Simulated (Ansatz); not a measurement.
C2H5FO2Si can be A, `C=C[Si](O)(O)F`, or B, `O=C[SiH](O)CF`.

Program: Ansatz. Geometries: PBE0-D4/def2-TZVP. ΔE: electronic, gas phase. CBS: MP2 limit from def2 TZ/QZ plus the TZ coupled-cluster correction, frozen cores. DFT in def2-TZVPP. B3LYP here is the variant with VWN-RPA as its local correlation; programs differ in this. Each species was taken in one conformer, which may not be the lowest.

Problem. Which is lower in electronic energy at CCSD(T)/CBS, and by how much? (An estimate is asked.)

Solution. The calculation gave: A, by 425.2 kJ/mol.

Problem. Give E(B) − E(A) in kJ/mol with B3LYP-D4, MP2/def2-TZVPP, B2PLYP, CCSD/def2-TZVPP, B3LYP, r2SCAN-D4, CCSD(T)/def2-TZVPP. (An estimate is asked.)

Solution. The calculation gave: B3LYP-D4 402.1, MP2/def2-TZVPP 433.3, B2PLYP 411.8, CCSD/def2-TZVPP 420.8, B3LYP 398.9, r2SCAN-D4 409.4, CCSD(T)/def2-TZVPP 417.3. None reverses the order clearly.

Largest T1 diagnostic: 0.014.

From PBE to PBE0 (25 % exact exchange), in def2-TZVPP and without D4, E(B) − E(A) moves by +20.9 kJ/mol. The D4 term adds +3.3 kJ/mol with B3LYP and +1.6 kJ/mol with PBE0; it sums over pairs of atoms, weighted by their polarisabilities, and B3LYP, whose exchange is more repulsive, gets the larger term.
